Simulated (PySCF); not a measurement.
## C6H6NS: g tensor and hyperfine couplings

Species: C6H6NS (doublet state).
Numbering: `[N:1]#[C:2][C@@H:3]1[C:4]=[CH:5][CH2:6][C@@H:7]1[SH:8]` (hydrogens: H9 on C3; H10 on C5; H11, H12 on C6; H13 on C7; H14 on S8)

Structure used (GFN2-xTB), in Å, numbered top down from 1:
```xyz
14
C6H6NS angstrom
N      0.4704    2.2562    1.8321
C      0.0712    1.7726    0.8763
C     -0.4284    1.1108   -0.3057
C     -1.6615    0.3556    0.0492
C     -1.5015   -0.9289    0.2268
C     -0.0493   -1.3141   -0.0303
C      0.4939   -0.0753   -0.7614
S      2.2708    0.2021   -0.5525
H     -0.5608    1.8502   -1.0995
H     -2.2368   -1.6564    0.5114
H      0.4617   -1.4713    0.9243
H      0.0454   -2.2196   -0.6287
H      0.3668   -0.1973   -1.8393
H      2.2573    0.3149    0.7753
```

The hyperfine couplings belong to this conformer and change with its torsions.

Theory: UKS B3LYP, pcH-1 on C H N S, non-relativistic, mean-field spin-orbit, GIAO in PySCF. One conformer (not necessarily the lowest) at the GFN2-xTB geometry, without solvent, vibrations or thermal averaging. The geometry wasn't refined by DFT: couplings that depend on bond lengths, twists or pyramidal angles can differ widely from those at the functional's own minimum. Stability of the SCF solution: not tested.

| Item | Value |
| --- | --- |
| g1, g2, g3 | 2.00158, 2.00209, 2.00464 |
| g_iso | 2.00277 |
| Form of g | rhombic: the two nearest values differ by 17 % of g3 − g1 |
| ⟨S²⟩ | 0.7595 (exact 0.7500) |
| α and β electrons | 33, 32 |
| Basis functions | 270 |

Isotropic coupling and dipolar principal values T1 to T3, in MHz:

```csv
atom,isotope,a_iso,of which spin–orbit,T1,T2,T3,Mulliken spin population
N1,14N,-0.1,0.0,-0.2,-0.2,0.4,0.00
C2,13C,3.7,0.0,-1.5,-0.7,2.2,0.01
C3,13C,33.3,0.0,-8.1,-7.2,15.3,-0.01
C4,13C,440.7,-0.1,-76.7,-54.9,131.6,0.98
C5,13C,20.6,0.0,-22.0,1.3,20.7,-0.13
C6,13C,47.1,0.0,-7.7,-6.2,13.8,0.07
C7,13C,38.8,0.0,-4.7,-3.6,8.2,0.03
S8,33S,0.2,0.0,-4.6,-3.5,8.1,0.03
H9,1H,14.5,0.0,-7.1,-5.4,12.4,0.00
H10,1H,47.3,0.0,-6.5,-5.0,11.5,0.02
H11,1H,-7.3,0.0,-3.9,-1.2,5.0,0.00
H12,1H,-5.1,0.0,-4.0,-1.5,5.5,0.00
H13,1H,-1.5,0.0,-3.4,-1.9,5.3,0.00
H14,1H,-0.1,0.0,-1.5,-0.4,1.8,0.00
```

The Mulliken spin populations are largest on C4 (+0.98), C5 (-0.13) and C6 (+0.07). No atom but C4 exceeds +0.15. The positive populations add up to 1.15 and the negative ones to -0.15, together 2S = 1.

Axes: g1 points within 13° of the C5–H10 bond.

Under fast tumbling the dipolar parts average out, and these isotropic splittings remain: 1 × 1H (H10, I = 1/2, 2 lines) with 1.69 mT, 1 × 1H (H9, I = 1/2, 2 lines) with 0.52 mT, 1 × 1H (H11, I = 1/2, 2 lines) with 0.26 mT, 1 × 1H (H12, I = 1/2, 2 lines) with 0.18 mT and 1 × 1H (H13, I = 1/2, 2 lines) with 0.05 mT.

The 13C coupling of C4 (440.7 MHz) shows only in satellite lines or after enrichment, since that isotope makes up about 1.07 % of natural carbon.

On one thread, Arm Neoverse V2 (aarch64), shared host with 48 logical CPUs at a one-minute load of 39, this took 93 s (with the writing of density and orbital grids) and 1.0 GiB of memory at its peak.
